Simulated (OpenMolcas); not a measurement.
Computed levels of 3d³ in ions with 21 electrons, in cm-1 above ⁴F_3/2.

```
Program             : OpenMolcas
Method              : MS-CASPT2, IPEA 0.25 Eh, imaginary shift 0.1 Eh
Basis               : ANO-RCC-VQZP
Scalar Hamiltonian  : DKH2, point nucleus
Spin-orbit coupling : RASSI with atomic mean-field integrals over the reference wave functions, term energies averaged over their components
```

Active space for each ion: 3 electrons in 5 orbitals (3d); closed shells correlated by CASPT2: 3s 3p.

```json
{"Level": "⁴F_5/2", "V2+": "155", "Cr3+": "248", "Fe5+": "520", "Co6+": "729", "Ni7+": "950"}
{"Level": "⁴F_7/2", "V2+": "367", "Cr3+": "586", "Fe5+": "1220", "Co6+": "1700", "Ni7+": "2210"}
{"Level": "⁴F_9/2", "V2+": "633", "Cr3+": "1006", "Fe5+": "2070", "Co6+": "2870", "Ni7+": "3710"}
{"Level": "²G_7/2", "V2+": "11620", "Cr3+": "14660", "Fe5+": "20890", "Co6+": "23560", "Ni7+": "26320"}
{"Level": "²G_9/2", "V2+": "11850", "Cr3+": "15020", "Fe5+": "21610", "Co6+": "24510", "Ni7+": "27520"}
{"Level": "⁴P_1/2", "V2+": "12160", "Cr3+": "14470", "Fe5+": "19620", "Co6+": "21880", "Ni7+": "24200"}
{"Level": "⁴P_3/2", "V2+": "12220", "Cr3+": "14570", "Fe5+": "19800", "Co6+": "22090", "Ni7+": "24440"}
{"Level": "⁴P_5/2", "V2+": "12410", "Cr3+": "14860", "Fe5+": "20450", "Co6+": "23030", "Ni7+": "25700"}
{"Level": "²P_1/2", "V2+": "15270", "Cr3+": "19320", "Fe5+": "27170", "Co6+": "30560", "Ni7+": "33970"}
```

Question: Estimate ⁴F_9/2, ²G_7/2, ²G_9/2 for Mn4+ from its neighbours Cr3+ and Fe5+.

Answer: ⁴F_9/2 is fine structure, which grows about as the fourth power of a screened charge, so the fourth roots are averaged: ((1006^0.25 + 2070^0.25) / 2)^4 = 1467. The calculation gives 1460, so the estimate is off by +0.5 %; the measured value is 1412 (Corliss and Sugar, J. Phys. Chem. Ref. Data 6, 1253 (1977)).
²G_7/2 is another term, which grows about linearly with the charge: (14660 + 20890) / 2 = 17775. The calculation gives 17830, so the estimate is off by -0.3 %; the measured value is 17892 (Corliss and Sugar, J. Phys. Chem. Ref. Data 6, 1253 (1977)).
²G_9/2 is another term, which grows about linearly with the charge: (15020 + 21610) / 2 = 18315. The calculation gives 18340, so the estimate is off by -0.1 %; the measured value is 18399 (Corliss and Sugar, J. Phys. Chem. Ref. Data 6, 1253 (1977)).

Term energies are means over components that CASPT2 splits; among the terms shown or strongly mixed into the levels shown the widest spread is 1000 cm-1 (3d³ ⁴F, Cr3+). The CASPT2 spread within a term exceeds the gap to the next term for 3d³ ⁴P and 3d³ ²G, so the order of their levels is uncertain (holds for Cr3+). Computed and measured levels are paired by configuration, term and J; levels that our copy of the source lacks, or whose pairing is in doubt (as where it misses far off the trend of its configuration), stay unpaired and out of the deviations. Only configurations of the active space appear.
